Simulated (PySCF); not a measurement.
Bi(Br)(Me)2 (C2H6BiBr), SMILES [CH3][Bi]([CH3])[Br].

Geometry: B3LYP-D3(BJ)/def2-SVP. The def2 effective core potentials stand for the cores of Bi; spin–orbit coupling is left out.

Calculation: PBE/def2-TZVP (PySCF).

Symmetry labels are those of the subgroup Cs that the program uses (full group Cs).

Computed valence orbital energies around the gap with their symmetry:
| orbital | symmetry | energy (eV) |
|---|---|---|
| HOMO−7 | A' | -10.09 |
| HOMO−6 | A" | -9.84 |
| HOMO−5 | A" | -9.72 |
| HOMO−4 | A' | -7.83 |
| HOMO−3 | A" | -7.39 |
| HOMO−2 | A' | -6.93 |
| HOMO−1 | A" | -6.34 |
| HOMO | A' | -6.04 |
| LUMO | A' | -2.43 |
| LUMO+1 | A" | -1.15 |
| LUMO+2 | A' | -0.63 |
| LUMO+3 | A' | 0.46 |
